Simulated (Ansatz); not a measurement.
Relaxation of BrH5OSi (8 atoms, charge 0, multiplicity 1), to a largest force component of 0.03 eV/Å in at most 50 steps.

All numbers below come from RHF/def2-SVP (Ansatz).

```xyz
8
Properties=species:S:1:pos:R:3
Si -0.151 0.126 0.026
O -0.176 0.072 1.698
H -0.997 0.207 2.147
H 1.250 0.267 -0.392
H -0.926 1.312 -0.418
H -0.774 -1.073 -0.569
Br 1.713 -2.651 1.131
H 1.184 -1.627 2.073
```

Problem. Where does it end, and by what steps?

Solution. The forces met the threshold. The force dipped under the threshold on the way, but the program's further checks kept it going. After 23 steps the energy has fallen by 0.232 eV; Br7 moved furthest, 1.51 Å.

```csv
step,energy less start (eV),largest force component (eV/Å),accepted
0,0.0000,1.294,yes
1,-0.1345,0.289,yes
2,-0.1561,0.233,yes
3,-0.1791,0.508,yes
4,-0.1932,0.263,yes
5,-0.1957,0.655,yes
6,-0.2094,0.284,yes
7,-0.2156,0.212,yes
8,-0.2159,0.602,yes
9,-0.2214,0.152,yes
10,-0.2241,0.045,yes
11,-0.2258,0.015,yes
12,-0.2229,0.259,no
13,-0.2275,0.047,yes
14,-0.2274,0.143,no
15,-0.2285,0.047,yes
16,-0.2293,0.033,yes
17,-0.2300,0.057,yes
18,-0.2302,0.085,yes
19,-0.2307,0.058,yes
20,-0.2311,0.024,yes
21,-0.2314,0.021,yes
22,-0.2313,0.081,no
23,-0.2316,0.021,yes
```

```xyz
8
Properties=species:S:1:pos:R:3
Si -0.323 0.321 -0.170
O -0.221 -0.510 1.269
H -0.946 -0.491 1.875
H 0.963 0.119 -0.858
H -0.559 1.762 0.078
H -1.437 -0.199 -0.995
Br 2.322 -2.613 2.510
H 1.324 -1.756 1.986
```

The run took 39 s on 1 thread of Arm Neoverse V1, with other jobs on the host, peak memory 0.17 GiB.
